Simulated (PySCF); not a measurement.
**Tin: a sound run and one with changed settings**

Sound run: Sn [Kr] 4d10 5s2 5p2, Sn⁺ [Kr] 4d10 5s2 5p1. Calculation: PySCF 2.14, in x2c-SVPall (6s5p3d, 36 functions); the spin-free X2C one-electron Hamiltonian (Gaussian nucleus). In the sound run the correlated levels freeze [Kr] 4d10. The sound run starts from symmetry-adapted Hartree-Fock orbitals and uses a fine grid where one is needed.

Changed run: all electrons correlated in a basis built for the valence shell.

| species | method | sound run (hartree) | changed run (hartree) | converged |
| --- | --- | --- | --- | --- |
| Sn | MP2 | -6173.12129 | -6173.14926 | yes |
| Sn⁺ | MP2 | -6172.86163 | -6172.88735 | yes |

Ionisation energy of Sn:

```json
{"method": "UHF", "sound run (eV)": "6.861", "changed run (eV)": "6.861"}
{"method": "MP2", "sound run (eV)": "7.066", "changed run (eV)": "7.127"}
{"method": "SCS-MP2", "sound run (eV)": "7.012", "changed run (eV)": "7.044"}
```

A valence basis has no tight correlating functions, so it recovers only part of the core correlation, and not evenly between atom and ion.

For comparison, NIST gives 7.344 eV between the lowest levels.
